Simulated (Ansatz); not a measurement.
Reaction (redistribution): `C=N[SiH](O)[SiH3]` + `C[O][InH2]` → `CO[SiH](O)[SiH3]` + `C=[N][InH2]`

Program: Ansatz. Geometries: PBE0-D4/def2-TZVP. ΔE: electronic, gas phase. CBS: MP2 limit from def2 TZ/QZ plus the TZ coupled-cluster correction, frozen cores. DFT in def2-TZVPP. def2 core potentials past Kr. For In outer-core shells are correlated without core-valence functions, which leaves a few kJ/mol of doubt a bond. Each species was taken in one conformer, which may not be the lowest.

CCSD(T)/CBS gives -17.3 kJ/mol.

**Question.** Another level gave -17.4 kJ/mol. Which?
A. HF/def2-TZVPP
B. r2SCAN-D4/def2-TZVPP
C. ωB97X-V/def2-TZVPP
D. RPA@PBE/def2-TZVPP

**Answer.** C. ωB97X-V -17.4, HF/def2-TZVPP -26.8, r2SCAN-D4 -13.4, RPA@PBE/def2-TZVPP -21.5 kJ/mol.

Largest T1 diagnostic among the species: 0.017.

At CCSD(T), def2-SVP lies +5.5 kJ/mol from the extrapolated value and def2-TZVPP −3.0 kJ/mol. Leaving LDA and LC-ωPBE aside and taking each functional with its dispersion term where it has one, the values, not all of them listed here, spread over 10.3 kJ/mol, from BHLYP-D4 to PBE-D4. In def2-TZVPP, CCSD(T) changes the Hartree–Fock value by +6.5 kJ/mol (the triples alone add +1.1 kJ/mol) and MP2 by +6.5 kJ/mol.

CCSD(T)/CBS has its own doubt, a few kJ/mol and more with outer-core shells, so smaller differences from it don't rank the levels.
